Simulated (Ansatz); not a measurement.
# Which isomer of CH6BFSn gives these data?

These gas-phase data were calculated for one isomer of CH6BFSn at BLYP-D3(BJ)/def2-SVP (harmonic, unscaled wavenumbers; equilibrium rotational constants with average atomic masses):

- rotational constants: 11.34, 1.516, 1.433 GHz
- all wavenumbers above 1500 cm⁻¹: 3071, 2996, 2526, 1850, 1843, 1824
- dipole moment: 1.74 D (PBE0/def2-TZVPD)

Candidates:

(1) `[BH3-][Sn+]([CH3])[F]`, a singlet
(2) `FB[CH2][SnH3]`, a singlet

Q: Which candidate do the data belong to?

A: Candidate (2). The band at 1850 cm⁻¹ lies where the Sn–H stretch is expected; (1) has no mode between 1650 and 2000 cm⁻¹.

The same quantities for all candidates:

```
     rotational constants (GHz)         wavenumbers above 1500 cm⁻¹  dipole (D)  E above the lowest, BLYP-D3(BJ)/def2-SVP (kcal/mol)
(1)          5.489, 3.408, 2.21  3084, 3061, 2960, 2578, 2488, 2318        3.51                                                 15.1
(2)         11.34, 1.516, 1.433  3071, 2996, 2526, 1850, 1843, 1824        1.74                                                  0.0
```

Harmonic stretches to hydrogen usually lie a few per cent above observed fundamentals. Each candidate is one conformer. Atoms past krypton carry core potentials. Programs: Ansatz 0.2.0.
